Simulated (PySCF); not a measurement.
# NMR problem set

- shielding tensors at PBE0/pcSseg-1 (GIAO)
- geometry: GFN2-xTB
- run in PySCF
- equivalent nuclei averaged, one conformer, non-relativistic Hamiltonian, no solvent

Chemical shifts δ = σref − σ; 1H (31.72 ppm), 13C (186.93 ppm) against TMS, all at this level. Where no couplings were computed, multiplicities follow the n + 1 count of equivalent neighbours, and m marks all less simple cases (inequivalent or close neighbours, rings, F or P nearby). Acid and N–H amide carbonyl carbons lie up to 10 ppm further downfield in solution (hydrogen bonding). Shifts are as computed. Against solution values, carbons near 30 ppm lie about +3 ppm off and those near 130 ppm about +5 ppm. Of 1309 compounds with measured shifts, 239 miss one by over three times the rms of a fit or turn the order of signals round; such compounds aren't used in these exercises. Groups on amide-type nitrogens are kept apart (slow C–N rotation). OH and NH positions are gas-phase values without hydrogen bonding to other molecules.

**Question.** C$_{2}$H$_{12}$OSi$_{3}$. 1H NMR (500 MHz, computed): δ 4.88 (s, 3H), 3.87 (d, 6H), 3.85 (d, 2H), 1.12 (m, 1H). 13C{1H} NMR (computed): δ 68.2, 9.1. Give a structure.

**Answer.** SMILES [SiH3]C(CO[SiH3])[SiH3]. The formula gives 0 degrees of unsaturation. 2 carbon signals for 2 carbons: no two carbons are equivalent. Carbon types of the structure: 1 × CH, 1 × CH2, leaving 9 H on heteroatoms. δC 68.2: sp3 CH2 bonded to O; the inductive effect lowers its shielding. δC 9.1: sp3 CH bonded to 2 Si; an electropositive neighbour leaves it electron-rich and shielded. δH 3.85: hydrogen on an sp3 CH2 bonded to O; its carbon carries O, an electronegative neighbour. δH 1.12: hydrogen on an sp3 CH bonded to 2 Si.

The data come from this structure; uniqueness wasn't tested.

**Question.** C$_{5}$H$_{10}$N$_{2}$O$_{2}$Si. 1H NMR (400 MHz, computed): δ 7.19 (br s, 1H), 6.62 (br s, 1H), 6.60 (br, 1H), 5.14 (s, 2H), 4.40 (br, 1H), 3.66 (s, 2H), 0.45 (br s, 2H). 13C{1H} NMR (computed): δ 214.3 (C), 168.2 (C), 159.4 (C), 146.8 (CH2), 56.5 (CH2). Identify the compound.

**Answer.** `C=C([SiH2]N)C(=O)CC(N)=O`. Rings plus π bonds: 3 (no ring in the answer). 5 carbon signals for 5 carbons: no two carbons are equivalent. Carbon types of the structure: 3 × C, 2 × CH2, leaving 6 H on heteroatoms. δC 214.3: ketone carbonyl carbon; low-lying n→π* states of the double bond to the heteroatom give a large paramagnetic term (-282 ppm). δC 168.2: amide carbonyl carbon; lone-pair donation from the attached heteroatom keeps it upfield of a ketone carbonyl. δC 159.4: α carbon of a C=C–C=O unit; the olefinic region. δC 146.8: β carbon of a C=C–C=O unit; conjugation with the carbonyl draws π density from the β position.

The shifts were computed for this structure.
